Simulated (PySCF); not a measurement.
## Broadened absorption spectrum of C5H8OSSi

C5H8OSSi.
Numbering: `[CH3:1][C:2]#[C:3][C@@H:4]1[CH2:5][O:6][SiH2:7][S:8]1` (hydrogens: H9, H10, H11 on C1; H12 on C4; H13, H14 on C5; H15, H16 on Si7)

Computed, not measured: PySCF, TDDFT CAM-B3LYP/def2-SVPD, vertical, gas phase, core orbitals frozen in the response. The structure is a single GFN2-xTB conformer in the gas phase; no vibrational or solvent corrections.

Computed states:

```tsv
state	E (eV)	f
S1	5.27	0.0065
S2	6.11	0.020
S3	6.19	0.0011
S4	6.36	0.015
S5	6.47	0.021
S6	6.60	0.024
S7	7.00	0.022
S8	7.06	0.012
```

Broadening: Gaussians 0.25 eV wide at half height, area fixed by f = 4.319×10⁻⁹ ∫ε dν̃. The width is an assumption, not a result. The curve ends short of the highest state used, and states not computed would add to its high-energy end.

Q: Give the broadened spectrum and its maxima.

A: 
(λ (nm), ε (L mol⁻¹ cm⁻¹)): (191.9, 4446), (194.5, 3565), (197.2, 2481), (199.9, 2239), (202.6, 2364), (205.2, 1806), (207.9, 839), (210.6, 238), (213.3, 42), (215.9, 5), (218.6, 1), (221.3, 5), (224.0, 30), (226.6, 111), (229.3, 296), (232.0, 539), (234.7, 690), (237.3, 641), (240.0, 439), (242.7, 225), (245.4, 88), (248.0, 28), (250.7, 7), (253.4, 1)

Maxima: 235 nm (5.27 eV), ε about 700, made up of S1 (100%); 202 nm (6.13 eV), ε about 2400, made up of S2 (88%) (ε in L mol⁻¹ cm⁻¹; maxima over ε = 5, shares over 10%). At its high-energy end, 6.46 eV, the curve is still rising (ε about 4400, from S4, S5 and S6).

Q: On this curve, what absorbance would a 10⁻³ mol/L sample give at 193 nm over a 1 cm path?

A: 193 nm is 6.424 eV, where ε is about 4200 L mol⁻¹ cm⁻¹, so A = ε c l ≈ 4.2 (Beer–Lambert, with the gas-phase spectrum and the assumed width).

Q: What would ε be at 6.13 eV, the highest of these maxima, with half the width (0.125 eV)?

A: About 4110 L mol⁻¹ cm⁻¹ against 2380, a factor of about 1.7; a lone state at its own centre would give exactly 2.

Q: Coming from long wavelengths, where does ε first pass 100 L mol⁻¹ cm⁻¹?

A: At about 245 nm (5.06 eV), 0.21 eV below S1.
